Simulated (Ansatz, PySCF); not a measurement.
K(I) anion (IK), SMILES [K][I] (connectivity only; charge and spin as stated), charge -1, multiplicity 2. Atoms are numbered in the order given.

```xyz
2

K      0.0000     0.0000    -2.6987
I      0.0000     0.0000     0.6147
```
Charge -1, spin multiplicity 2.

Geometry: B3LYP-D3(BJ)/def2-TZVPD. The multiplicity is an assumed one; other spin states were not compared. The def2 effective core potentials stand for the cores of I; spin–orbit coupling is left out.

Two levels are set side by side: PBE-D3(BJ)/def2-TZVPD (Ansatz, a first-principles code) and B3LYP-D3(BJ)/def2-TZVPD (Ansatz). Each level has its own optimised geometry; the coordinates shown are those of the second. Frequencies come from the Hessian of PySCF at each geometry. Differences are taken from unrounded values.

| quantity | B3LYP-D3(BJ) |
|---|---|
| bond K1–I2 (Å) | 3.313 |
| highest harmonic wavenumber (cm⁻¹) | 123 |
| mean harmonic wavenumber (cm⁻¹) | 123 |
| zero-point energy (kcal/mol) | 0.18 |

Question: What does PBE-D3(BJ) give, and how far is it from B3LYP-D3(BJ)? (An estimate is asked for; the answer gives what the named calculation found.)

Answer: 
| quantity | PBE-D3(BJ) | PBE-D3(BJ) minus B3LYP-D3(BJ) |
|---|---|---|
| bond K1–I2 (Å) | 3.285 | -0.028 |
| highest harmonic wavenumber (cm⁻¹) | 126 | 3 |
| mean harmonic wavenumber (cm⁻¹) | 126 | 3 |
| zero-point energy (kcal/mol) | 0.18 | 0.00 |
